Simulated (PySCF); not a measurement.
# Fractional electron number in Rh⁺ (rhodium, charge +1)

The 4d beta orbital of [Kr] 4d8 is emptied in steps (occupation f), with all orbitals relaxed, ending at [Kr] 4d7. All numbers are calculated (PySCF 2.14, scalar relativity through the core potential, in def2-TZVP with the def2 core potential (28 electrons) (6s4p3d1f, 40 functions)). The exact energy is a straight line in f; departures are measured from the line between the end points of the same method.

| f | PBE0 (eV) | r2SCAN (eV) | LC-wPBE (eV) |
| --- | --- | --- | --- |
| 1 | 0.000 | 0.000 | 0.000 |
| 0.9 | -0.342 | -0.468 | -0.082 |
| 0.7 | -0.803 | -1.096 | -0.196 |
| 0.5 | -0.961 | -1.309 | -0.238 |
| 0.3 | -0.812 | -1.101 | -0.204 |
| 0.1 | -0.350 | -0.472 | -0.089 |
| 0 | 0.000 | 0.000 | 0.000 |

```
 method  E(f=0) − E(f=1) (eV)  −ε at f=1 (eV)  −ε at f=0.5 (eV)
   PBE0                18.369          14.586            18.341
 r2SCAN                18.299          13.108            18.284
LC-wPBE                18.271          17.369            18.248
```

Orbital energy along the path (eV):

```csv
f,PBE0,r2SCAN,LC-wPBE
1,-14.586,-13.108,-17.369
0.9,-15.320,-14.127,-17.530
0.7,-16.815,-16.193,-17.877
0.5,-18.341,-18.284,-18.248
0.3,-19.894,-20.393,-18.641
0.1,-21.469,-22.496,-19.053
0,-22.261,-23.528,-19.265
```

Reference removal energy between the ground levels: 18.08 eV (semi-empirical (NIST evaluation); NIST Atomic Spectra Database, ionization energies). The calculation has no spin-orbit coupling. The determinant left behind need not be the lowest term of the ion.
